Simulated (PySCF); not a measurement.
bromine atom (Br), doublet; DF-M062X/aug-cc-pVDZ (PySCF).

Here is a job for PySCF.
```python
from pyscf import gto, scf, dft
import numpy

mol = gto.M(
    atom='''
Br    0.000000    0.000000    0.000000
''',
    basis='aug-cc-pvdz',
    charge=0,
    spin=1,
    verbose=4,
)
print('smallest overlap eigenvalue', numpy.linalg.eigvalsh(mol.intor('int1e_ovlp'))[0])

mf = dft.UKS(mol)
mf.xc = 'm062x'
mf = mf.density_fit(auxbasis='def2-universal-jkfit')
mf = scf.addons.remove_linear_dep_(mf, threshold=1e-6, lindep=1e-6)
mf.kernel()
```

The log (banner, timings and long lists left out):

```
PySCF version 2.14.0

[INPUT] verbose = 4
[INPUT] num. atoms = 1
[INPUT] num. electrons = 35
[INPUT] charge = 0
[INPUT] spin (= nelec alpha-beta = 2S) = 1
[INPUT] symmetry False subgroup None
[INPUT] Mole.unit = angstrom
[INPUT] Symbol           X                Y                Z      unit          X                Y                Z       unit  Magmom
[INPUT]  1 Br     0.000000000000   0.000000000000   0.000000000000 AA    0.000000000000   0.000000000000   0.000000000000 Bohr   0.0

nuclear repulsion = 0
number of shells = 9
number of NR pGTOs = 86
number of NR cGTOs = 36
basis = aug-cc-pvdz
ecp = {}
input.py:18: DeprecationWarning: remove_linear_dep_ is deprecated and will be removed in a future release. Linear dependency handling is now built into the SCF procedure by default. Linear dependency removal can be controlled using the following settings:
  pyscf.scf.hf.remove_overlap_zero_eigenvalue = True
  pyscf.scf.hf.overlap_zero_eigenvalue_threshold = 1e-6

  mf = scf.addons.remove_linear_dep_(mf, threshold=1e-6, lindep=1e-6)
smallest overlap eigenvalue 0.035855569529351365

******** <class 'pyscf.df.df_jk.DFUKS'> ********
method = DFUKS
initial guess = minao
damping factor = 0
level_shift factor = 0
DIIS = <class 'pyscf.scf.diis.CDIIS'>
diis_start_cycle = 1
diis_space = 8
diis_damp = 0
SCF conv_tol = 1e-09
SCF conv_tol_grad = None
SCF max_cycles = 50
direct_scf = False
number electrons alpha = 18  beta = 17
XC library pyscf.dft.libxc version 7.1.2
    S. Lehtola, C. Steigemann, M. J. T. Oliveira, and M. A. L. Marques,  SoftwareX 7, 1–5 (2018)
XC functionals = m062x
    Y. Zhao and D. G. Truhlar,  Theor. Chem. Acc. 120, 215 (2008)
    Y. Zhao and D. G. Truhlar,  Theor. Chem. Acc. 120, 215 (2008)
radial grids:
    Treutler-Ahlrichs [JCP 102, 346 (1995); DOI:10.1063/1.469408] (M4) radial grids

becke partition: Becke, JCP 88, 2547 (1988); DOI:10.1063/1.454033
pruning grids: <function nwchem_prune>
grids dens level: 3
symmetrized grids: False
atomic radii adjust function: <function treutler_atomic_radii_adjust>
small_rho_cutoff = 0
Set gradient conv threshold to 3.16228e-05
tot grids = 20424
******** <class 'pyscf.df.df.DF'> ********
auxbasis = def2-universal-jkfit
init E= -2572.99810713024

cycle= 1 E= -2574.13103640423  delta_E= -1.13  |g|= 0.0538  |ddm|= 0.568
cycle= 2 E= -2574.13322223975  delta_E= -0.00219  |g|= 0.0164  |ddm|= 0.0661
cycle= 3 E= -2574.1333689732  delta_E= -0.000147  |g|= 0.00576  |ddm|= 0.0225
cycle= 4 E= -2574.13338719219  delta_E= -1.82e-05  |g|= 0.000548  |ddm|= 0.00622
cycle= 5 E= -2574.13338761661  delta_E= -4.24e-07  |g|= 0.000105  |ddm|= 0.00124
cycle= 6 E= -2574.13338763013  delta_E= -1.35e-08  |g|= 1.12e-05  |ddm|= 0.000251
cycle= 7 E= -2574.13338763027  delta_E= -1.38e-10  |g|= 1.04e-06  |ddm|= 2.3e-05
Extra cycle  E= -2574.13338763027  delta_E= -1.82e-12  |g|= 2.96e-07  |ddm|= 1.88e-06
converged SCF energy = -2574.13338763027  <S^2> = 0.75276998  2S+1 = 2.0027681
```
